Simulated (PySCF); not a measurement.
**Telling isomers of C6H7N3Si apart by NMR**

- coordinates at the GFN2-xTB level
- shieldings: GIAO PBE0/pcSseg-1
- program: PySCF
- averaged over atoms made equivalent by symmetry, fast rotation or ring inversion, single conformer, relativity neglected, no solvent model

Referencing at the same level of theory: TMS for $^{1}$H (31.72 ppm) and $^{13}$C (186.93 ppm). Where no couplings were computed, multiplicities follow the n + 1 count of equivalent neighbours, and m marks all less simple cases (inequivalent or close neighbours, rings, F or P nearby). Shifts are as computed. Against solution values, carbons near 30 ppm lie about +3 ppm off and those near 130 ppm about +5 ppm. Of 1211 compounds with measured shifts, 218 miss one by over three times the rms of a fit or turn the order of signals round; such compounds aren't used in these exercises. OH and NH positions are gas-phase values without hydrogen bonding to other molecules.

(1) Tabulate the signals of `[SiH3]c1nnn2ccccc12`, `[SiH3]n1nc2ccccc2n1`, `[SiH3]c1ccc2n[nH]nc2c1`, `[SiH3]c1cccc2nn[nH]c12` and their relative energies.

(2) What is the quickest way to tell [SiH3]n1nc2ccccc2n1 from [SiH3]c1ccc2n[nH]nc2c1?

(3) What is the quickest way to tell [SiH3]c1nnn2ccccc12 from [SiH3]n1nc2ccccc2n1?

(4) What is the quickest way to tell [SiH3]c1nnn2ccccc12 from [SiH3]c1ccc2n[nH]nc2c1?

Answers

(1) 
```tsv
SMILES	carbon types	δC	δH	E rel. (kcal/mol)
[SiH3]c1nnn2ccccc12	2×C 4×CH	147.6, 129.9, 129.6, 129.4, 125.1, 119.3	9.03 (d, 1H), 8.19 (d, 1H), 7.49 (m, 1H), 7.21 (m, 1H), 4.78 (s, 3H)	15.3
[SiH3]n1nc2ccccc2n1	2×C 4×CH	151.7, 131.7, 125.1	8.36 (d, 2H), 7.77 (m, 2H), 5.51 (s, 3H)	0.0
[SiH3]c1ccc2n[nH]nc2c1	3×C 3×CH	148.8, 148.2, 137.6, 134.0, 133.0, 124.3	11.86 (br s, 1H), 8.62 (s, 1H), 8.36 (d, 1H), 7.96 (d, 1H), 4.75 (s, 3H)	9.1
[SiH3]c1cccc2nn[nH]c12	3×C 3×CH	147.3, 145.0, 140.2, 129.0, 127.8, 113.3	11.42 (br s, 1H), 8.60 (d, 1H), 7.97 (d, 1H), 7.72 (m, 1H), 4.80 (s, 3H)	8.2
```

Energies are electronic energies at PBE0/pcSseg-1 on these geometries, without zero-point or thermal terms, each for the one conformer computed, which needn't be the lowest.

(2) Count the carbon signals: 3 against 6. The first has a ring-fusion aromatic carbon (C) at 151.7 ppm, the second a substituted aromatic carbon (C) at 133.0 ppm. Their most deshielded carbons lie at 151.7 and 148.8 ppm.

(3) Count the carbon signals: 6 against 3. The first has a substituted aromatic carbon next to a ring nitrogen (C) at 129.4 ppm, the second a ring-fusion aromatic carbon (C) at 151.7 ppm. Their most deshielded carbons lie at 147.6 and 151.7 ppm. In the proton spectra the most deshielded non-exchanging signals are 9.03 (d, 1H) and 8.36 (d, 2H).

(4) Both give the same number of carbon signals, but DEPT or the intensities differ. The first has an aromatic CH at 119.3 ppm, the second an aromatic CH at 137.6 ppm. Their most deshielded carbons lie at 147.6 and 148.8 ppm. In the proton spectra the most deshielded non-exchanging signals are 9.03 (d, 1H) and 8.62 (s, 1H).
